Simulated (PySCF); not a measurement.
C3H8F2GeO (SMILES C[CH2][Ge]([F])([F])[O]C), singlet, geometry from GFN2-xTB, with bond 14-7 at 1.4 times its length; CASSCF(2,3)/STO-3G (PySCF).

The PySCF input:
```python
from pyscf import gto, scf, mcscf
import numpy

mol = gto.M(
    atom='''
C    -2.91833936    0.17527021   -0.03840230
C    -1.68133390    1.00383875    0.26804036
Ge    0.00912481   -0.02355332    0.00945637
F     0.10277902   -0.87689108   -1.52918171
F     0.17595344   -1.42764392    1.06128258
O     1.45131088    0.93016654    0.17501904
C     2.79244661    0.46155799    0.06939254
H    -2.90293622   -0.17365970   -1.06872431
H    -3.81173458    0.77856455    0.11233734
H    -2.97087214   -0.69384834    0.61386326
H    -1.68332231    1.34687575    1.30144323
H    -1.61796567    1.87510775   -0.38182314
H     2.99985461   -0.30651843    0.81613696
H     3.68674285    1.67398806    0.31525476
H     2.98803312    0.05508634   -0.92408941
''',
    basis='sto-3g',
    verbose=4,
)

mf = scf.RHF(mol)
mf.kernel()
mc = mcscf.CASSCF(mf, 3, 2)
mc.fix_spin_(ss=0.0)
mc.conv_tol = 1e-5
mc.kernel()
occ = numpy.linalg.eigvalsh(mc.fcisolver.make_rdm1(mc.ci, mc.ncas, mc.nelecas))[::-1]
ss = mc.fcisolver.spin_square(mc.ci, mc.ncas, mc.nelecas)[0]
print('natural occupations', occ.round(4), ' <S^2>', round(ss, 4))
```

Output, abridged:

```
PySCF version 2.14.0

[INPUT] verbose = 4
[INPUT] num. atoms = 15
[INPUT] num. electrons = 84
[INPUT] charge = 0
[INPUT] spin (= nelec alpha-beta = 2S) = 0
[INPUT] symmetry False subgroup None
[INPUT] Mole.unit = angstrom
[INPUT] Symbol           X                Y                Z      unit          X                Y                Z       unit  Magmom
[INPUT]  1 C     -2.918339360000   0.175270210000  -0.038402300000 AA   -5.514862128938   0.331212694695  -0.072569829553 Bohr   0.0
[INPUT]  2 C     -1.681333900000   1.003838750000   0.268040360000 AA   -3.177260594947   1.896980310726   0.506522870730 Bohr   0.0
[INPUT]  3 Ge     0.009124810000  -0.023553320000   0.009456370000 AA    0.017243391839  -0.044509324124   0.017869949433 Bohr   0.0
[INPUT]  4 F      0.102779020000  -0.876891080000  -1.529181710000 AA    0.194224199151  -1.657083982274  -2.889734626594 Bohr   0.0
[INPUT]  5 F      0.175953440000  -1.427643920000   1.061282580000 AA    0.332503812275  -2.697856012200   2.005533416972 Bohr   0.0
[INPUT]  6 O      1.451310880000   0.930166540000   0.175019040000 AA    2.742580084802   1.757760010834   0.330738052184 Bohr   0.0
[INPUT]  7 C      2.792446610000   0.461557990000   0.069392540000 AA    5.276959310370   0.872218191705   0.131132895688 Bohr   0.0
[INPUT]  8 H     -2.902936220000  -0.173659700000  -1.068724310000 AA   -5.485754412880  -0.328169271874  -2.019596248565 Bohr   0.0
[INPUT]  9 H     -3.811734580000   0.778564550000   0.112337340000 AA   -7.203134415734   1.471273769795   0.212286806162 Bohr   0.0
[INPUT] 10 H     -2.970872140000  -0.693848340000   0.613863260000 AA   -5.614134695701  -1.311183334584   1.160033439333 Bohr   0.0
[INPUT] 11 H     -1.683322310000   1.346875750000   1.301443230000 AA   -3.181018145270   2.545226291318   2.459371271369 Bohr   0.0
[INPUT] 12 H     -1.617965670000   1.875107750000  -0.381823140000 AA   -3.057511995248   3.543440101549  -0.721541162621 Bohr   0.0
[INPUT] 13 H      2.999854610000  -0.306518430000   0.816136960000 AA    5.668903626414  -0.579235884832   1.542275334535 Bohr   0.0
[INPUT] 14 H      3.686742850000   1.673988060000   0.315254760000 AA    6.966934278198   3.163378969192   0.595745155865 Bohr   0.0
[INPUT] 15 H      2.988033120000   0.055086340000  -0.924089410000 AA    5.646564247930   0.104098095805  -1.746275899511 Bohr   0.0

nuclear repulsion = 633.920777182728
number of shells = 34
number of NR pGTOs = 168
number of NR cGTOs = 56
basis = sto-3g
ecp = {}

******** <class 'pyscf.scf.hf.RHF'> ********
method = RHF
initial guess = minao
damping factor = 0
level_shift factor = 0
DIIS = <class 'pyscf.scf.diis.CDIIS'>
diis_start_cycle = 1
diis_space = 8
diis_damp = 0
SCF conv_tol = 1e-09
SCF conv_tol_grad = None
SCF max_cycles = 50
direct_scf = True
direct_scf_tol = 1e-13
Set gradient conv threshold to 3.16228e-05
Initial guess from minao.
init E= -2435.98096845377
  HOMO = -0.441037611480026  LUMO = -0.151030854846563  gap/eV = 7.89149
cycle= 1 E= -2438.33211293161  delta_E= -2.35  |g|= 0.61  |ddm|= 4.43
  HOMO = -0.216645760293276  LUMO = 0.330684235181657  gap/eV = 14.89361
cycle= 2 E= -2438.5074060769  delta_E= -0.175  |g|= 0.179  |ddm|= 1.22
  HOMO = -0.313033320471813  LUMO = 0.351955517005135  gap/eV = 18.09527
cycle= 3 E= -2438.52084756419  delta_E= -0.0134  |g|= 0.054  |ddm|= 0.304
  HOMO = -0.312952397606411  LUMO = 0.346392236776558  gap/eV = 17.94168
cycle= 4 E= -2438.52274702472  delta_E= -0.0019  |g|= 0.0132  |ddm|= 0.126
  HOMO = -0.315758426282347  LUMO = 0.345190164430491  gap/eV = 17.98533
cycle= 5 E= -2438.5228910242  delta_E= -0.000144  |g|= 0.00261  |ddm|= 0.0407
  HOMO = -0.315356241589253  LUMO = 0.345829303097715  gap/eV = 17.99178
cycle= 6 E= -2438.52289589334  delta_E= -4.87e-06  |g|= 0.000588  |ddm|= 0.00718
  HOMO = -0.31552891591263  LUMO = 0.345716583224298  gap/eV = 17.99341
cycle= 7 E= -2438.52289614079  delta_E= -2.47e-07  |g|= 0.000149  |ddm|= 0.00162
  HOMO = -0.315505828003504  LUMO = 0.345729922845448  gap/eV = 17.99314
cycle= 8 E= -2438.52289615818  delta_E= -1.74e-08  |g|= 5.72e-05  |ddm|= 0.00038
  HOMO = -0.315506516529735  LUMO = 0.345728259476364  gap/eV = 17.99311
cycle= 9 E= -2438.52289616169  delta_E= -3.52e-09  |g|= 1.23e-05  |ddm|= 0.000218
  HOMO = -0.31550773740465  LUMO = 0.345729163819266  gap/eV = 17.99317
cycle= 10 E= -2438.52289616184  delta_E= -1.52e-10  |g|= 3.17e-06  |ddm|= 4.33e-05
  HOMO = -0.315507206083138  LUMO = 0.345729263409891  gap/eV = 17.99316
Extra cycle  E= -2438.52289616184  delta_E= 4.55e-13  |g|= 1.38e-06  |ddm|= 6.82e-06
converged SCF energy = -2438.52289616184

******** <class 'pyscf.mcscf.mc1step.CASSCF'> ********
CAS (1e+1e, 3o), ncore = 41, nvir = 12
max_cycle_macro = 50
max_cycle_micro = 4
conv_tol = 1e-05
conv_tol_grad = None
orbital rotation max_stepsize = 0.02
orbital rotation threshold for CI restart = 0.01
augmented hessian ah_max_cycle = 30
augmented hessian ah_conv_tol = 1e-12
augmented hessian ah_linear dependence = 1e-14
augmented hessian ah_level shift = 1e-08
augmented hessian ah_start_tol = 2.5
augmented hessian ah_start_cycle = 3
augmented hessian ah_grad_trust_region = 3
kf_trust_region = 3
kf_interval = 4
ci_response_space = 4
ci_grad_trust_region = 3
with_dep4 0
natorb = False
canonicalization = True
sorting_mo_energy = False
ao2mo_level = 2
internal_rotation = False
******** <class 'pyscf.fci.addons.SpinPenaltyFCISolver'> ********
max. cycles = 50
conv_tol = 1e-08
davidson only = True
linear dependence = 1e-12
level shift = 0.001
max iter space = 12
nroots = 1
pspace_size = 400
spin = None
CASCI E = -2438.52704118144  S^2 = 0.0000000
Set conv_tol_grad to 0.00316228
macro iter   1 ( 21 JK    4 micro), CASSCF E = -2438.54516759000  dE = -1.81264086e-02  S^2 = 0.0000000
               |grad[o]|=0.0136  |grad[c]|=0.0298  |ddm|=0.0557  |maxRot[o]|=0.272
macro iter   2 ( 21 JK    4 micro), CASSCF E = -2438.55686297303  dE = -1.16953830e-02  S^2 = 0.0000000
               |grad[o]|=0.0313  |grad[c]|=0.0172  |ddm|=0.0216  |maxRot[o]|=0.159
macro iter   3 ( 18 JK    4 micro), CASSCF E = -2438.56193250714  dE = -5.06953411e-03  S^2 = 0.0000000
               |grad[o]|=0.0216  |grad[c]|=0.00449  |ddm|=0.00768  |maxRot[o]|= 0.13
macro iter   4 (  5 JK    1 micro), CASSCF E = -2438.56256756903  dE = -6.35061888e-04  S^2 = 0.0000000
               |grad[o]|=0.00749  |grad[c]|=0.00382  |ddm|=0.00203  |maxRot[o]|=0.0599
macro iter   5 (  3 JK    1 micro), CASSCF E = -2438.56256912168  dE = -1.55265434e-06  S^2 = 0.0000000
               |grad[o]|=0.000621  |grad[c]|=0.000103  |ddm|=0.000136  |maxRot[o]|=0.00291
1-step CASSCF converged in   5 macro ( 68 JK  14 micro) steps
CASSCF canonicalization
Density matrix diagonal elements [1.91482795 0.02194293 0.06322912]
CASSCF energy = -2438.56256912168
CASCI E = -2438.56256912168  E(CI) = -1.45012630515976  S^2 = 0.0000000
natural occupations [1.9148 0.0852 0.    ]  <S^2> 0.0
```
